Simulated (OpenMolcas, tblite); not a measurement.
**How methods differ on AlGeH4Cl (SMILES [Cl][AlH][GeH3])**

AlGeH4Cl has 7 atoms, charge 0, and is taken as a singlet. As SMILES, `[Cl][AlH][GeH3]`. Geometry: relaxed at PBE0-D4/def2-TZVP.

Quantity: the vertical energy of the triplet above the singlet, in eV. The values are calculated.

| level | kind | program | value (eV) | less CCSD(T)/def2-SVP | CPU time (all runs) |
| --- | --- | --- | --- | --- | --- |
| IPEA1-xTB | semi-empirical | tblite | 4.73 | +0.40 | under 2 s |
| HF/def2-SVP | Hartree–Fock | OpenMolcas | 4.15 | -0.18 | 22 s |
| SVWN5/def2-SVP | LDA | OpenMolcas | 3.81 | -0.52 | 54 s |
| BLYP/def2-SVP | GGA | OpenMolcas | 3.85 | -0.48 | 88 s |
| revPBE/def2-SVP | GGA | OpenMolcas | 3.75 | -0.58 | 79 s |
| r2SCAN/def2-SVP | meta-GGA | OpenMolcas | 3.84 | -0.49 | 1.9 min |
| BHLYP/def2-SVP | global hybrid | OpenMolcas | 4.34 | +0.01 | 74 s |
| PBE0/def2-SVP | global hybrid | OpenMolcas | 4.01 | -0.32 | 75 s |
| CCSD(T)/def2-SVP, open shells restricted | coupled cluster or CI | OpenMolcas | 4.33 | 0.00 | 2.4 min |

CCSD(T)/def2-SVP, open shells restricted is the highest level here, not the true value. All-electron rows without a relativistic Hamiltonian named are non-relativistic. The values span 3.75 to 4.73 eV. In the correlated wave-function rows the outer d shell of Ge is correlated, in sets not made for it. The upper state's dipole differs much between rows, so they may not all be the same state. Times are those of the runs behind each value, whatever else they computed, on shared processors of several kinds: orders of magnitude only.
